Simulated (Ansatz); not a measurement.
Start from `[AlH2][SiH2][GeH3]` and change one atom or group to get `S[SiH2][GeH3]`.

Ansatz, PBE0-D4/def2-TZVP geometries, multiplicity 1. Each molecule was computed in one conformer, which needn't be the lowest.

Scalar relativity is left out up to krypton.

```json
{"property": "size of the dipole moment (PBE/def2-TZVPP) / D", "`[AlH2][SiH2][GeH3]`": "0.31"}
{"property": "LUMO energy (PBE/def2-TZVPP) / eV", "`[AlH2][SiH2][GeH3]`": "-2.94"}
{"property": "ideal-gas entropy at 298 K and 1 bar (rigid rotor, harmonic PBE0-D4/def2-TZVP) / J/(mol·K)", "`[AlH2][SiH2][GeH3]`": "373"}
{"property": "HOMO energy (B3LYP/def2-TZVPP) / eV", "`[AlH2][SiH2][GeH3]`": "-7.25"}
{"property": "zero-point energy (PBE0-D4/def2-TZVP) / kJ/mol", "`[AlH2][SiH2][GeH3]`": "139.6"}
{"property": "HOMO–LUMO gap (PBE/def2-TZVPP) / eV", "`[AlH2][SiH2][GeH3]`": "3.49"}
```

(1) Give the same properties after the change, and the shifts. (An estimate is asked.)

## Answers

(1) The calculation gave: 
| property | `S[SiH2][GeH3]` | shift |
| --- | --- | --- |
| size of the dipole moment (PBE/def2-TZVPP) / D | 0.85 | 0.54 |
| LUMO energy (PBE/def2-TZVPP) / eV | -1.09 | 1.85 |
| ideal-gas entropy at 298 K and 1 bar (rigid rotor, harmonic PBE0-D4/def2-TZVP) / J/(mol·K) | 348 | -25 |
| HOMO energy (B3LYP/def2-TZVPP) / eV | -7.09 | 0.16 |
| zero-point energy (PBE0-D4/def2-TZVP) / kJ/mol | 130.9 | -8.7 |
| HOMO–LUMO gap (PBE/def2-TZVPP) / eV | 5.07 | 1.58 |

With PBE0 the HOMO rises by 0.13 eV and the LUMO rises by 1.94 eV, so the gap widens by about 1.81 eV. PBE moves the HOMO by 0.27 eV and ωB97M-V by -0.03 eV. The zero-point energy changes by -8.7 kJ/mol with -3 modes. Dipoles are sizes alone; their direction can turn. Modes under 60 cm⁻¹, often nearly free rotors, make the harmonic entropy too high.

B3LYP here is the variant with VWN-RPA as its local correlation; programs differ in this.
